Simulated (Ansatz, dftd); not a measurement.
System: H$_{3}$SiO$_{2}$, charge 0, doublet. H3SiO2 (SMILES O[SiH]O, doublet).
B3LYP-D3(BJ)/def2-TZVP minimum from Ansatz (a quantum-chemistry and plane-wave program):
```
Si
O 1 1.6467
H 2 0.9616 1 117.93
O 1 1.6586 2 107.40 3 47.45
H 4 0.9609 1 117.91 2 -160.24
H 1 1.4943 2 103.97 3 166.06
```
Charge 0, spin multiplicity 2.

Wanted: atomisation energy (electronic, to ground-state atoms), in kJ/mol. UHF or UKS for unpaired electrons; spin-orbit terms are left out. Correlated methods leave the cores frozen. Rows without X2C or -DK are non-relativistic. CBS(X,Y): correlation extrapolated as X^-3, Hartree-Fock from the larger set. A bracket is a step between two methods taken in the basis named. Functionals run without relativity, which enters their misses. Double hybrids freeze cores in their MP2 part. '+ core + X2C': CCSD(T) terms for core correlation (cc-pwCVTZ, 1s frozen past Ne) and scalar relativity (cc-pVTZ-DK). Where a partner has so few electrons that a lower coupled-cluster level is exact, that level stands in.

```csv
level,program,atomisation energy (kJ/mol),difference against the last row
HF/cc-pV(Q+d)Z,Ansatz,1484.1,-647.0
PBE0/def2-TZVPD,Ansatz,2077.5,-53.6
B2GP-PLYP-D3(BJ)/def2-TZVPD,Ansatz + dftd3,2087.2,-43.9
MP2/cc-pV(Q+d)Z,Ansatz,2164.1,33.0
CCSD/cc-pV(Q+d)Z,Ansatz,2066.0,-65.1
CCSD(T)/cc-pV(D+d)Z,Ansatz,1873.2,-257.9
"CCSD(T)/CBS(cc-pV(T+d)Z,cc-pV(Q+d)Z)",Ansatz,2130.9,-0.2
CCSDT(Q)/cc-pV(D+d)Z,Ansatz,1876.3,-254.8
"CCSD(T)/CBS(cc-pV(T+d)Z,cc-pV(Q+d)Z) + [CCSDT(Q) - CCSD(T)]/cc-pV(D+d)Z + core + X2C",Ansatz,2131.1,0.0
```
